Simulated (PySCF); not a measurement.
**Cost of response and excited-state runs on `InChI=1S/C9H10ClOP/c1-11-9-5-7(10)4-8(12-9)6-2-3-6/h4-6H,2-3H2,1H3`**

Bonds (- single, = double, # triple, : aromatic): C1-O2, O2-C3, C3:C4, C4:C5, C5-Cl6, C5:C7, C7:C8, C8-C9, C9-C10, C10-C11, C8:P12, P12:C3, C11-C9. C1 carries H13, H14, H15; C4 carries H16; C7 carries H17; C9 carries H18; C10 carries H19, H20; C11 carries H21, H22. H20, H22 are cis to C8 on the ring; H19, H21 are trans to C8 on the ring.

PySCF with density fitting, on 1 thread of an Arm Neoverse V2, shared host. Command: `OMP_NUM_THREADS=1 python excited_run.py task.json out`

(1) How long does this run take, and how much memory?
- open-shell absorption, M06-2X/def2-SVP; 8 states; spin flip; reference multiplicity 3

## Answers

(1) 
```tsv
run	level	basis functions	wall time	peak memory (GiB)
open-shell absorption	M06-2X/def2-SVP	226	120 s	0.89
```
Times from a shared host are rough.
